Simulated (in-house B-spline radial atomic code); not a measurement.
## RPA and G0W0 on wB97X: the thallium ion Tl⁺

Configuration [Xe] 4f14 5d10 6s2, mean-field start wB97X. Computed with an all-electron radial atomic-structure program (B-spline basis): all electrons, scalar-relativistic (spin-free one-electron X2C), finite nucleus, each spin shell either full or empty, empty states to l = 9 with an (l + 1/2)⁻⁴ tail; G0W0 by contour deformation at full frequency.

Without the two-electron picture change, the correlation of inner shells comes somewhat too large for so heavy an element.

Command:
```bash
python run_gw.py task.json out
```
Settings (radii: box in bohr, nucleus in fm):
```
Z                        81
electrons                80
configuration            [Xe] 4f14 5d10 6s2
hamiltonian              x2c
method                   wb97x
lmax                     9
rms_radius               5.4759
spin_polarised           False
box_radius               23.78
intervals                70
ion_configuration        [Xe] 4f14 5d10 6s1
```

Cost of the run: 18 s on 1 thread of Arm Neoverse V2, with other jobs on the host.

Energies (hartree):

```
                                     term         value
                         mean-field total  -20250.63351
Hartree-Fock functional on these orbitals  -20243.55070
                      direct second order       -8.0575
                    second-order exchange        1.9901
                         SOSEX correction        1.8712
```

What is the RPA correlation energy, and what remains with SOSEX?

RPA gives -7.0718 hartree (-2.41 eV per electron); RPA + SOSEX gives -5.2007, and the second-order doubles -6.0674 hartree (no singles). SOSEX takes back 26 % of the RPA value.

Quasi-particle levels (eV):

```tsv
level	occupied	mean field	Σx - vxc	Σc	QP weight	G0W0
6s	yes	-19.324	0.51	?	?	?
5d	yes	-27.281	-2.84	0.24	0.927	-29.881
6p	no	-5.491	0.91	-0.88	0.971	-5.470
```

G0W0 = mean field + (Σx - vxc) + Σc, with Σc (partial-wave tail included) taken at the quasi-particle energy. Only the outer levels were computed. Levels of low weight are left out.

Where does G0W0 put 6s?

At -20.701 eV, with Σc = -1.89 eV and a quasi-particle weight of 0.958. The tabulated removal energy is 20.428 eV (NIST, measured); the calculation leaves out spin-orbit coupling, Breit and QED terms, and what these don't explain is the method's own error.

What does it cost to remove one electron (to [Xe] 4f14 5d10 6s1) by differences of total energies, each species on its own start (correlation terms add to the Hartree-Fock functional)?

wB97X 20.124 eV, Hartree-Fock functional 18.368 eV, + RPA 20.434 eV, + RPA + SOSEX 19.970 eV, + second order 21.182 eV. Tabulated: 20.428 eV (NIST, measured); the calculation leaves out spin-orbit coupling, Breit and QED terms, and what these don't explain is the method's own error.
